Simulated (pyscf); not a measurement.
**`[NH2][SiH]([Cl])[Cl]`, singlet**

Gas-phase minimum from PySCF at ωB97X-D3(BJ)/def2-SVP, one conformer. 

```xyz
7

N     -1.0980     1.1578    -1.3961
Si    -0.0385     0.2687    -0.4006
Cl     1.3545    -0.8618    -1.4262
Cl     1.0281     1.6136     0.7260
H     -0.7771     1.9842    -1.8897
H     -1.8646     0.6988    -1.8770
H     -0.8009    -0.6607     0.4556
```
Charge 0, spin multiplicity 1.

Bonds (Å): N1–Si2 1.704, N1–H5 1.015, N1–H6 1.015, Si2–Cl3 2.066, Si2–Cl4 2.053, Si2–H7 1.476. Bond angles (°): Si2–N1–H5 120.8, Si2–N1–H6 120.7, H5–N1–H6 112.1, N1–Si2–Cl3 114.5, N1–Si2–Cl4 107.6, N1–Si2–H7 110.3, Cl3–Si2–Cl4 106.3, Cl3–Si2–H7 107.0, Cl4–Si2–H7 111.3.

Properties at ωB97X-D3(BJ)/def2-SVP:

- Harmonic wavenumbers, unscaled = 125, 196, 248, 300, 384, 527, 596, 724, 852, 902, 927, 1543, 2335, 3621, 3721 cm⁻¹
- Zero-point energy = 24.3 kcal/mol
- Rotational symmetry number = 1
- Entropy of this conformer at 298 K and 1 atm, rigid rotor and harmonic oscillator, modes under 100 cm⁻¹ raised to 100 = 328.8 J/(mol K)
- Dipole moment = 2.59 D

Single-point totals, which compare only within one level (frozen core for MP2 and CC):

```csv
level,total energy (hartree)
ωB97X-D3(BJ)/def2-TZVP,-1266.71160
PBE/def2-TZVP,-1266.05645
r²SCAN/def2-TZVP,-1266.53713
B3LYP-D3(BJ)/def2-TZVP,-1266.71513
PBE0-D3(BJ)/def2-TZVP,-1266.17073
M06-2X/def2-TZVP,-1266.58043
ωB97M-D3(BJ)/def2-TZVP,-1266.81297
HF/def2-TZVPP,-1264.33819
MP2/def2-TZVPP,-1265.04890
CCSD/def2-TZVPP,-1265.09525
CCSD(T)/def2-TZVPP,-1265.12623
```

Soft torsions are taken as harmonic, which can shift the entropy by several J/(mol K). The CCSD(T) − MP2 part came from Ansatz, without density fitting, on the same reference.
